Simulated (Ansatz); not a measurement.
A run of Ansatz (development build ahead of 0.2.0) on doublet BeH₂(-) at this shape:

```xyz
3

Be    0.0000    0.0000    0.0000
H     0.0000    0.0000    2.8140
H     0.0000    2.7181   -0.7283
```

Its results:

```json
{"Converged": "yes", "Total energy": "-15.55859 hartree", "Spin squared of the determinant": "0.750", "Stability test": "minimum among restricted orbitals"}
```

Problem. Which input gives this output? Name the method, the orbitals and the basis set, and write the input.

Solution. ROHF in pcseg-2.

```yaml
crystal:
  periodic: [false, false, false]
  atoms:
    - { symbol: Be, position_ang: [0.0, 0.0, 0.0] }
    - { symbol: H, position_ang: [0.0, 0.0, 2.814] }
    - { symbol: H, position_ang: [0.0, 2.7181, -0.7283] }
basis:
  gaussian: { orbitals: pcseg-2 }
total_charge: -1
magnetization:
  initial_magnetization: 1
hamiltonian:
  xc: hf
```

Caution: stretched shape with no unrestricted run beside it, a lower state can exist; no diffuse functions for an anion; the charge can sit on one fragment and break the point group.
